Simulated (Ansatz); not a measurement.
`OB[SiH](F)[AlH2]` + HCl → `OBCl` + `F[SiH2][AlH2]` at 298.15 K and 1 bar (cleavage of the B–Si bond).

Program: Ansatz. Geometries: PBE0-D4/def2-TZVP. ΔE: electronic, gas phase. CBS: MP2 limit from def2 TZ/QZ plus the TZ coupled-cluster correction, frozen cores. This one scheme is used for every species. Each species was taken in one conformer, which may not be the lowest.

| species | CCSD(T)/CBS energy (Eh) | H − E (kJ/mol) | S (J/(mol·K)) |
| --- | --- | --- | --- |
| `OB[SiH](F)[AlH2]` | -733.93198 | 163.4 | 384.5 |
| HCl | -460.38127 | 26.6 | 186.8 |
| `OBCl` | -561.03999 | 87.8 | 264.5 |
| `F[SiH2][AlH2]` | -633.31837 | 103.4 | 315.0 |

H − E and S are ideal-gas, rigid-rotor, harmonic terms from PBE0-D4/def2-TZVP, for one conformer and one mirror image of each species. 1 Eh = 2625.50 kJ/mol, R = 8.31446 J/(mol·K).

Task: By hand: ΔE, ΔH, ΔS and ΔG.

Result: ΔE = (-561.03999) + (-633.31837) − (-733.93198) − (-460.38127) = -0.04511 Eh = -118.4 kJ/mol. Δ(H − E) = 87.8 + 103.4 − 163.4 − 26.6 = 1.2, so ΔH = -117.2 kJ/mol. ΔS = 264.5 + 315.0 − 384.5 − 186.8 = 8.2 J/(mol·K). ΔG = -117.2 − 298.15 × (8.2)/1000 = -119.6 kJ/mol.

Task: By hand: the equilibrium constant, and the temperature at which ΔG would vanish if ΔH and ΔS stayed fixed.

Result: log₁₀ K = −ΔG/(RT ln 10) = 21.0. ΔH and −TΔS have one sign here, so there is no such temperature.

The number of gas molecules stays the same, so ΔS is small and ΔH decides. A doubt of 5 kJ/mol in ΔE shifts log₁₀ K by 0.9 here. Other conformers and mirror images would add mixing entropy, several J/(mol·K) or more a flexible species. Modes under 60 cm⁻¹, often nearly free rotors, make the harmonic entropy too high. These are equilibria of isolated gas molecules and say nothing of rates. Largest T1 diagnostic: 0.014 (customary marks: 0.02 for closed shells, 0.045 for open ones).

ΔS is within the doubt of such terms, so its sign, and with it that verdict, could turn.
